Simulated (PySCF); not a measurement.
## Excitation energy of Re by level of theory

Re [Xe] 4f14 5d5 6s2 (6S) → Re [Xe] 4f14 5d5 6s1 7s1 (8S), as a difference of total energies. All numbers are calculated (PySCF 2.14, scalar relativity through the core potential, in aug-cc-pwCVDZ-PP with ECP60MDF). Correlated levels: valence: 5s2 5p6 frozen. The calculations carry no spin-orbit coupling.

```json
{"method": "UHF", "excitation energy (eV)": "3.582"}
{"method": "MP2 (valence)", "excitation energy (eV)": "4.785"}
{"method": "SCS-MP2 (valence)", "excitation energy (eV)": "5.133"}
{"method": "CCSD (valence)", "excitation energy (eV)": "4.852"}
{"method": "CCSD(T) (valence)", "excitation energy (eV)": "4.941"}
```

Problem. How much does correlation contribute at CCSD(T) (valence)?

Solution. 4.941 − (3.582) = 1.359 eV, measured against UHF.

The promoted electron is Rydberg-like, and one or two diffuse shells describe it only roughly, which tends to raise the upper state.
